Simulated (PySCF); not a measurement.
Compound: C5H11NO.
Atom-mapped SMILES: `[CH3:1][CH2:2][CH2:3][CH2:4][NH:5][CH:6]=[O:7]` (hydrogens: H8, H9, H10 on C1; H11, H12 on C2; H13, H14 on C3; H15, H16 on C4; H17 on N5; H18 on C6)

Computed by this run: PySCF 2.14.0, PBE0-D3(BJ)/def2-SVP geometry optimisation, gas phase; density fitting, grid level 2; the optimiser is geomeTRIC in internal coordinates, started from a GFN2-xTB structure.

Step 0: E = -8885.5443 eV
```
atom  x, y, z in Å  |  force x, y, z in eV/Å
C1      2.4732    0.9051   -0.5312   -0.476  -0.108   0.485
C2      1.2657    0.3993    0.2491    0.200  -0.191  -0.856
C3      0.3684   -0.4819   -0.6185   -0.181   0.040   0.900
C4     -0.7997   -1.0947    0.1575    0.060   0.495  -0.345
N5     -1.7482   -0.1013    0.6124    0.616  -0.375   0.053
C6     -2.9624    0.0446    0.0537   -0.194   0.163   0.112
O7     -3.4149   -0.6391   -0.8295   -0.161  -0.268  -0.376
H8      3.0969    1.5395    0.0945    0.330   0.278   0.175
H9      3.0753    0.0699   -0.8816    0.304  -0.313  -0.190
H10     2.1545    1.4828   -1.3960   -0.070   0.252  -0.387
H11     1.6080   -0.1741    1.1144    0.056  -0.149   0.355
H12     0.6979    1.2563    0.6184   -0.219   0.262   0.220
H13    -0.0285    0.1043   -1.4494   -0.120   0.126  -0.350
H14     0.9633   -1.2958   -1.0373    0.214  -0.270  -0.210
H15    -1.3594   -1.7720   -0.4911   -0.131  -0.206  -0.050
H16    -0.4243   -1.6527    1.0214    0.085  -0.229   0.176
H17    -1.4452    0.5395    1.3271   -0.117   0.219   0.165
H18    -3.5295    0.8765    0.5146   -0.196   0.274   0.123
```

Q: Estimate the geometry and energy of step 1. (The exact step hangs on the optimiser's Hessian estimate; all steps are aligned on step 0, rigid shifts and turns removed.)

A: E = -8885.5912 eV, largest force 0.165 eV/Å
```
atom  x, y, z in Å  |  force x, y, z in eV/Å
C1      2.4688    0.9292   -0.5360    0.068   0.004  -0.072
C2      1.2738    0.3916    0.2295   -0.066  -0.003   0.151
C3      0.3789   -0.5168   -0.6016    0.023   0.050  -0.147
C4     -0.8051   -1.0983    0.1582    0.035  -0.116   0.080
N5     -1.7451   -0.1074    0.6252   -0.097   0.100   0.020
C6     -2.9625    0.0709    0.0527    0.005  -0.043  -0.066
O7     -3.4058   -0.5804   -0.8656    0.011   0.040   0.041
H8      3.1013    1.5746    0.0933   -0.020  -0.013  -0.011
H9      3.1008    0.1066   -0.9108   -0.010   0.036   0.006
H10     2.1505    1.5225   -1.4093    0.009  -0.019   0.025
H11     1.6228   -0.1659    1.1200   -0.012   0.042  -0.036
H12     0.6781    1.2405    0.6160    0.030  -0.049  -0.019
H13    -0.0017    0.0378   -1.4792    0.023  -0.043   0.034
H14     0.9811   -1.3527   -1.0026   -0.042   0.022   0.027
H15    -1.3793   -1.7755   -0.4913    0.025   0.024   0.013
H16    -0.4434   -1.6915    1.0191   -0.030   0.028  -0.044
H17    -1.4871    0.5183    1.3776    0.031  -0.045  -0.010
H18    -3.5347    0.9026    0.5334    0.016  -0.017   0.008
```

The energy changes by -0.0469 eV. The first-order estimate −F·Δx gives -0.1017 eV and the mean of the old and new forces, exact on a quadratic surface, -0.0463 eV. The step makes an angle of 76° with the force vector and moves no atom by more than 0.078 Å.

What follows is the cost of the whole optimisation. Hardware: one thread, Arm Neoverse V1 (aarch64), no GPU, shared host with 32 logical CPUs at a one-minute load of 10. Cost: 83 s of wall time, 0.73 GiB resident at most.
